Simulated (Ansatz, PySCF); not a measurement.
This Ansatz (a program for electronic structure) input computes a PBE0/def2-TZVPD energy:

Ansatz 0.2 input:
```yaml
crystal:
  periodic: [false, false, false]
  atoms:
    - {symbol: Be, position_ang: [-0.28147422, 0.00597278, 0.16614737]}
    - {symbol: H, position_ang: [0.98409984, -0.59325155, 0.40208507]}
    - {symbol: H, position_ang: [0.14179705, 0.56936044, -1.06667454]}
basis:
  gaussian:
    orbitals: def2-TZVPD
hamiltonian:
  xc: {name: PBE0}
total_charge: 1
magnetization: {spin_polarized: true, initial_magnetization: 1}
output: {forces: true}
```

Q: Write an input for the same energy in PySCF and say what it gives.

A: 
```python
from pyscf import gto, scf, dft

mol = gto.M(
    atom='''
    Be   -0.28147422    0.00597278    0.16614737
    H     0.98409984   -0.59325155    0.40208507
    H     0.14179705    0.56936044   -1.06667454
    ''',
    basis='def2-tzvpd',
    charge=1,
    spin=1,
    verbose=4,
)

mf = dft.UKS(mol, xc='pbe0').density_fit(auxbasis='def2-universal-jkfit')
mf.grids.level = 3
mf.conv_tol = 1e-9
mf.max_cycle = 100
mf.max_memory = 1500
mf.kernel()
if not mf.converged:
    mf = mf.newton()
    mf.kernel(mf.make_rdm1())
for _ in range(2):
    mo, _, stable, _ = mf.stability(return_status=True)
    if stable:
        break
    mf.kernel(mf.make_rdm1(mo, mf.mo_occ))
mf.analyze()
```
It gives -15.45295 Eh, and Ansatz -15.45290 Eh, a difference of 0.05 mEh, from the treatment of integrals and grids.
